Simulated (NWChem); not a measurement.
System: Si2H4S, singlet; SMILES [SiH3][Si]S

The following NWChem deck was run.

```
start job
memory heap 200 mb stack 900 mb global 1100 mb
geometry units angstroms noautosym nocenter noautoz
  Si    -1.165443     0.131626     0.001323
  S      0.471187     1.496868     0.000629
  H     -0.239913     2.652412     0.001192
  Si     0.302068    -1.778993     0.002049
  H      1.767897    -1.469462    -0.004269
  H     -0.016362    -2.617683    -1.199713
  H     -0.007755    -2.608418     1.212520
end
basis spherical
  Si library def2-svp
  S library def2-svp
  H library def2-svp
end
dft
  xc m06-2x
  iterations 150
end
cosmo
  do_cosmo_smd true
  solvent propanol
end
task dft energy
```

Parts of the log:

```
             Northwest Computational Chemistry Package (NWChem) 7.3.0
             --------------------------------------------------------

                             Geometry "geometry" -> ""
                             -------------------------

 Output coordinates in angstroms (scale by  1.889725989 to convert to a.u.)

  No.       Tag          Charge          X              Y              Z
 ---- ---------------- ---------- -------------- -------------- --------------
    1 Si                  14.0000    -1.16544300     0.13162600     0.00132300
    2 S                   16.0000     0.47118700     1.49686800     0.00062900
    3 H                    1.0000    -0.23991300     2.65241200     0.00119200
    4 Si                  14.0000     0.30206800    -1.77899300     0.00204900
    5 H                    1.0000     1.76789700    -1.46946200    -0.00426900
    6 H                    1.0000    -0.01636200    -2.61768300    -1.19971300
    7 H                    1.0000    -0.00775500    -2.60841800     1.21252000

 Effective nuclear repulsion energy (a.u.)     174.6269866691

                                 NWChem DFT Module
                                 -----------------

 Summary of "ao basis" -> "ao basis" (spherical)
 ------------------------------------------------------------------------------
       Tag                 Description            Shells   Functions and Types
 ---------------- ------------------------------  ------  ---------------------
 Si                         def2-svp                 8       18   4s3p1d
 S                          def2-svp                 8       18   4s3p1d
 H                          def2-svp                 3        5   2s1p

 in cosmo_initialize ...
 calling solv_data for solv:propanol

 solvent parameters
 solvname_short: propanol
 solvname_long:  1-propanol
 dielec:       20.5240
 dielecinf:     1.9182
 nonaqueous SMD model solvent descriptors
 dielec:       20.5240
 sola:          0.3700
 solb:          0.4800
 solc:          0.0000
 solg:         33.5700
 solh:          0.0000
 soln:          1.3850

          ---------------
          -cosmo- solvent
          ---------------
 Cosmo: York-Karplus, doi: 10.1021/jp992097l
 dielectric constant -eps-     =  20.52
 screen = (eps-1)/(eps    )    =   0.95128
 surface charge correction     = lagrangian

   van der Waals surface
 --------------------------

 ---------- ATOMIC COORDINATES (A.U.) ------------ VDWR(ANG.) --
     1   -2.20236793    0.24873707    0.00250011     2.470
     2    0.89041432    2.82867036    0.00118864     2.490
     3   -0.45336983    5.01233189    0.00225255     1.200
     4    0.57082575   -3.36180931    0.00387205     2.470
     5    3.34084091   -2.77688053   -0.00806724     1.200
     6   -0.03091970   -4.94670359   -2.26712883     1.200
     7   -0.01465483   -4.92919528    2.29133056     1.200
 number of segments per atom =        128
 number of   points per atom =        128
 atom (   nspa,  nppa )
 ----------------------
    1 (     72,     0 )       0
    2 (     90,     0 )       0
    3 (     20,     0 )       0
    4 (     86,     0 )       0
    5 (     31,     0 )       0
    6 (     34,     0 )       0
    7 (     34,     0 )       0
 number of -cosmo- surface points =      367
 molecular surface =    146.069 angstrom**2
 molecular volume  =    147.301 angstrom**3
 -lineq- algorithm             =   0
 -bem- low  level              =   3
 -bem- from -octahedral-
 gaussian surface charge width =   4.50000
 degree of switching           =   1.00000
 switching function tolerance  =   0.00010
 atomic radii =
 --------------
    1 14.000  2.470
    2 16.000  2.490
    3  1.000  1.200
    4 14.000  2.470
    5  1.000  1.200
    6  1.000  1.200
    7  1.000  1.200
 ...... end of -cosmo- initialization ......

 nat:                     7
 ixmem:                  2814
 calling mnsol_interface()
 G(SMD-CDS) energy (kcal/mol)  =    -1.442
 SMD-CDS SASA (angstrom**2)    =   150.471

            General Information
            -------------------
          SCF calculation type: DFT
          Wavefunction type:  closed shell.
          No. of atoms     :     7
          No. of electrons :    48
           Alpha electrons :    24
            Beta electrons :    24
          Charge           :     0
          Spin multiplicity:     1
          Use of symmetry is: off; symmetry adaption is: off
          Maximum number of iterations: 150
          AO basis - number of functions:    74
                     number of shells:    36
          Convergence on energy requested:  1.00D-06
          Convergence on density requested:  1.00D-05
          Convergence on gradient requested:  5.00D-04

              XC Information
              --------------
                       M06-2X Method XC Functional
                     Hartree-Fock (Exact) Exchange  0.540
                        M06-2X Exchange Functional  1.000
                      M06-2X Correlation Potential  1.000

             Grid Information
             ----------------
          Grid used for XC integration:  medium
          Radial quadrature: Mura-Knowles
          Angular quadrature: Lebedev.
          Tag              B.-S. Rad. Rad. Pts. Rad. Cut. Ang. Pts.
          ---              ---------- --------- --------- ---------
          Si                  1.10       88          11.0       590
          S                   1.00       88          11.0       590
          H                   0.35       45          13.0       434
          Grid pruning is: on
          Number of quadrature shells:   444
          Spatial weights used:  Erf1

      Superposition of Atomic Density Guess
      -------------------------------------

 Sum of atomic energies:        -976.82152315

      Non-variational initial energy
      ------------------------------

 Total energy =    -977.464794
 1-e energy   =   -1700.459372
 2-e energy   =     548.367591
 HOMO         =      -0.200730
 LUMO         =      -0.060662

   convergence    iter        energy       DeltaE   RMS-Dens  Diis-err
 ---------------- ----- ----------------- --------- --------- ---------
     COSMO gas phase
 d= 0,ls=0.0,diis     1   -979.1637861240 -1.15D+03  9.02D-03  1.66D-01
 d= 0,ls=0.0,diis     2   -979.1843323720 -2.05D-02  5.00D-03  5.04D-02
 d= 0,ls=0.0,diis     3   -979.1919110098 -7.58D-03  1.52D-03  7.71D-03
 d= 0,ls=0.0,diis     4   -979.1933605173 -1.45D-03  3.00D-04  2.97D-04
 d= 0,ls=0.0,diis     5   -979.1934175682 -5.71D-05  9.57D-05  1.39D-05
  Resetting Diis
 d= 0,ls=0.0,diis     6   -979.1934212469 -3.68D-06  2.33D-05  1.09D-06
 d= 0,ls=0.0,diis     7   -979.1934215258 -2.79D-07  6.20D-06  3.82D-08

   convergence    iter        energy       DeltaE   RMS-Dens  Diis-err
 ---------------- ----- ----------------- --------- --------- ---------
     COSMO solvation phase
 d= 0,ls=0.0,diis     1   -979.1987018869 -5.28D-03  1.10D-03  8.01D-04
 d= 0,ls=0.0,diis     2   -979.1989936632 -2.92D-04  3.44D-04  1.77D-04
 d= 0,ls=0.0,diis     3   -979.1990247474 -3.11D-05  1.21D-04  2.54D-05
 d= 0,ls=0.0,diis     4   -979.1990308462 -6.10D-06  3.93D-05  2.53D-06
 d= 0,ls=0.0,diis     5   -979.1990313802 -5.34D-07  7.18D-06  7.18D-08

         Total DFT energy =     -979.199031380199
      One electron energy =    -1702.200464865665
           Coulomb energy =      617.396073565312
    Exchange-Corr. energy =      -68.896822780072
 Nuclear repulsion energy =      174.626986669135

             COSMO energy =       -0.124803968909

 Numeric. integr. density =       47.999992439361

                                COSMO-SMD solvation results
                                ---------------------------

             internal energy in gas <Psi(g)|H|Psi(g)> =      -979.193421525791
         internal energy in solvent <Psi(s)|H|Psi(s)> =      -979.193039980356
                               delta internal energy  =         0.000381545436 (    0.24 kcal/mol)
   total free energy in solvent <Psi(s)|H+V/2|Psi(s)> =      -979.196732833812
 polarization energy contribution <Psi(s)|V/2|Psi(s)> =        -0.003692853457 (   -2.32 kcal/mol)
    total free energy in solvent including G(SMD-CDS) =      -979.199031380199
                       G(SMD-CDS) energy contribution =        -0.002298546386 (   -1.44 kcal/mol)
     1 M fixed-concentration free energy of solvation =        -0.005609854408 (   -3.52 kcal/mol)

                       DFT Final Molecular Orbital Analysis
                       ------------------------------------

 Vector   22  Occ=2.000000D+00  E=-3.555504D-01
              MO Center= -2.1D-01, -2.2D-02,  1.1D-03, r^2= 4.2D+00
   Bfn.  Coefficient  Atom+Function         Bfn.  Coefficient  Atom+Function
  ----- ------------  ---------------      ----- ------------  ---------------
    29      0.328343  2 S  px                26      0.249516  2 S  px
     9     -0.243780  1 Si py                 3      0.217278  1 Si s
    30      0.214752  2 S  py                12     -0.198227  1 Si py
    50      0.187986  4 Si py                27      0.179935  2 S  py
    53      0.169553  4 Si py                 4      0.155104  1 Si s

 Vector   23  Occ=2.000000D+00  E=-3.450750D-01
              MO Center=  2.6D-01,  1.2D+00,  1.0D-03, r^2= 2.2D+00
   Bfn.  Coefficient  Atom+Function         Bfn.  Coefficient  Atom+Function
  ----- ------------  ---------------      ----- ------------  ---------------
    31      0.594163  2 S  pz                28      0.411328  2 S  pz
    25      0.234143  2 S  pz                13      0.162060  1 Si pz
    10      0.125569  1 Si pz                 7     -0.071126  1 Si pz
    71     -0.063339  7 H  s                 66      0.063022  6 H  s
    70     -0.063113  7 H  s                 65      0.062619  6 H  s

 Vector   24  Occ=2.000000D+00  E=-2.713027D-01
              MO Center= -8.9D-01, -2.1D-02,  1.5D-03, r^2= 3.9D+00
   Bfn.  Coefficient  Atom+Function         Bfn.  Coefficient  Atom+Function
  ----- ------------  ---------------      ----- ------------  ---------------
     4      0.339020  1 Si s                 11     -0.331034  1 Si px
     3      0.298233  1 Si s                  8     -0.292890  1 Si px
    53     -0.214329  4 Si py                29      0.206304  2 S  px
    50     -0.184022  4 Si py                 2      0.176967  1 Si s
     5      0.154514  1 Si px                26      0.147040  2 S  px

 Vector   25  Occ=0.000000D+00  E=-6.521260D-02
              MO Center= -9.0D-01,  1.5D-01,  1.2D-03, r^2= 3.4D+00
   Bfn.  Coefficient  Atom+Function         Bfn.  Coefficient  Atom+Function
  ----- ------------  ---------------      ----- ------------  ---------------
    13      0.702638  1 Si pz                31     -0.368504  2 S  pz
    10      0.359993  1 Si pz                 7     -0.196952  1 Si pz
    28     -0.181945  2 S  pz                71     -0.140561  7 H  s
    66      0.139730  6 H  s                 54      0.105156  4 Si pz
    25     -0.104055  2 S  pz                70     -0.077948  7 H  s

 Vector   26  Occ=0.000000D+00  E= 2.919531D-02
              MO Center= -6.1D-01, -1.2D-01,  1.7D-03, r^2= 5.3D+00
   Bfn.  Coefficient  Atom+Function         Bfn.  Coefficient  Atom+Function
  ----- ------------  ---------------      ----- ------------  ---------------
    12      0.843692  1 Si py                22     -0.626801  2 S  s
    53      0.618153  4 Si py                61     -0.566675  5 H  s
    29      0.486433  2 S  px                45      0.320854  4 Si s
    38      0.317141  3 H  s                 52      0.293155  4 Si px
    66      0.209359  6 H  s                 71      0.206599  7 H  s

 Vector   27  Occ=0.000000D+00  E= 6.890200D-02
              MO Center= -2.4D-01, -1.8D-01,  1.9D-03, r^2= 6.2D+00
   Bfn.  Coefficient  Atom+Function         Bfn.  Coefficient  Atom+Function
  ----- ------------  ---------------      ----- ------------  ---------------
    11      0.989654  1 Si px                52      0.800524  4 Si px
     4      0.786288  1 Si s                 53     -0.721524  4 Si py
    30      0.696699  2 S  py                45     -0.529072  4 Si s
     3      0.516736  1 Si s                 38     -0.486437  3 H  s
    61     -0.404811  5 H  s                 12     -0.298264  1 Si py

     Multipole analysis of the density
     ---------------------------------

     L   x y z        total         alpha         beta         nuclear
     -   - - -        -----         -----         ----         -------
     0   0 0 0     -0.000000    -24.000000    -24.000000     48.000000

     1   1 0 0     -0.313592      2.719737      2.719737     -5.753065
     1   0 1 0      0.489684      3.227208      3.227208     -5.964733
     1   0 0 1     -0.000554     -0.063585     -0.063585      0.126615

     2   2 0 0    -34.440438    -65.480752    -65.480752     96.521067
     2   1 1 0     -0.353927      2.603438      2.603438     -5.560802
     2   1 0 1      0.000556      0.010609      0.010609     -0.020661
     2   0 2 0    -30.180602   -199.447422   -199.447422    368.714242
     2   0 1 1      0.004235      0.084940      0.084940     -0.165646
     2   0 0 2    -31.022998    -20.706729    -20.706729     10.390459
```

Level: M06-2X/def2-SVP, SMD on the gas-phase geometry. Low-valent species are run as closed-shell singlets; no triplet was tried in these runs. Coordinates come from a PBE0/def2-SVP optimisation. Solvent: 1-propanol.
